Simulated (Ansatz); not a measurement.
A nudged elastic band was laid between two geometries of FGe2H5O + H2 (11 atoms, charge 0, multiplicity 1).

Computed with RKS PBE0/def2-SVP in Ansatz 0.2.0.

- movable images: 7
- climbing image: yes
- spring: 5.0 eV/Å²
- optimiser: quadratic models (default)
- start path: through a guess of the saddle point
- force threshold: 0.05 eV/Å
- iteration limit: 60
- end points: relaxed

Image 0:

```xyz
11
Properties=species:S:1:pos:R:3
Ge -0.032 0.405 0.195
Ge 0.011 0.424 2.620
H -1.281 -0.232 3.136
H 1.225 -0.376 3.121
H 0.096 1.870 3.133
H 1.191 0.910 -0.582
F -1.391 1.406 -0.265
O -0.350 -1.211 -0.467
H -1.161 -1.607 -0.127
H 0.679 -3.052 0.949
H 0.857 -3.561 1.489
```

Image 8:

```xyz
11
Properties=species:S:1:pos:R:3
Ge 0.226 -0.344 -0.906
Ge -0.093 -0.271 3.349
H -1.387 0.377 2.844
H -0.309 -0.811 4.774
H 1.067 0.731 3.349
H -0.447 0.323 -2.105
F 0.395 0.857 0.355
O -0.903 -1.556 -0.309
H -0.616 -1.961 0.518
H 1.641 -0.899 -1.116
H 0.271 -1.471 2.448
```

Q: What changes between the two ends?

A: Bonds broken: Ge1–Ge2, H10–H11. Bonds formed: Ge1–H10, Ge2–H11. FGe2H5O + H2 becomes FGeH3O + GeH4.

Q: What energy profile does the band end with?

A: The run converged. The highest image is number 4 of 0 to 8, 63.2 kcal/mol above the first end and 64.4 kcal/mol above the last; the last end lies 1.2 kcal/mol below the first. Neighbouring images differ by up to 2.4 eV, so the band resolves the path poorly. A vibrational analysis at the climbing image gives one clearly imaginary mode, 1386i cm⁻¹: a first-order saddle point. The orbitals stay closed-shell, which can raise the energy where a bond breaks towards radicals; this wasn't checked here.

```json
{"image": "0", "path coordinate (Å)": "0.00", "energy (kcal/mol)": "0.0", "Ge1–Ge2 (Å)": "2.43", "H10–H11 (Å)": "0.76", "Ge1–H10 (Å)": "3.61"}
{"image": "1", "path coordinate (Å)": "1.26", "energy (kcal/mol)": "0.2", "Ge1–Ge2 (Å)": "2.43", "H10–H11 (Å)": "0.76", "Ge1–H10 (Å)": "3.35"}
{"image": "2", "path coordinate (Å)": "2.52", "energy (kcal/mol)": "3.2", "Ge1–Ge2 (Å)": "2.44", "H10–H11 (Å)": "0.76", "Ge1–H10 (Å)": "2.84"}
{"image": "3", "path coordinate (Å)": "3.79", "energy (kcal/mol)": "9.3", "Ge1–Ge2 (Å)": "2.44", "H10–H11 (Å)": "0.76", "Ge1–H10 (Å)": "2.58"}
{"image": "4", "path coordinate (Å)": "5.05", "energy (kcal/mol)": "63.2", "Ge1–Ge2 (Å)": "2.73", "H10–H11 (Å)": "1.20", "Ge1–H10 (Å)": "1.80"}
{"image": "5", "path coordinate (Å)": "6.70", "energy (kcal/mol)": "8.8", "Ge1–Ge2 (Å)": "3.63", "H10–H11 (Å)": "1.85", "Ge1–H10 (Å)": "1.54"}
{"image": "6", "path coordinate (Å)": "8.35", "energy (kcal/mol)": "-0.5", "Ge1–Ge2 (Å)": "4.35", "H10–H11 (Å)": "2.82", "Ge1–H10 (Å)": "1.53"}
{"image": "7", "path coordinate (Å)": "10.00", "energy (kcal/mol)": "-0.8", "Ge1–Ge2 (Å)": "4.27", "H10–H11 (Å)": "3.16", "Ge1–H10 (Å)": "1.53"}
{"image": "8", "path coordinate (Å)": "11.66", "energy (kcal/mol)": "-1.2", "Ge1–Ge2 (Å)": "4.27", "H10–H11 (Å)": "3.86", "Ge1–H10 (Å)": "1.53"}
```

Q: What is the geometry of the highest image?

A: 
```xyz
11
Properties=species:S:1:pos:R:3
Ge -0.008 -0.391 0.128
Ge 0.090 0.088 2.818
H -1.387 -0.012 3.213
H 0.950 -0.731 3.809
H 0.587 1.540 2.800
H 1.199 0.269 -0.527
F -1.131 0.964 0.357
O -1.212 -1.433 -0.626
H -0.839 -2.305 -0.802
H 0.966 -1.841 0.548
H 0.629 -1.172 1.483
```

Run time: 4.4 min on 4 threads of Intel(R) Xeon(R) 6975P-C (Granite Rapids), on a shared host, peak memory 0.39 GiB.
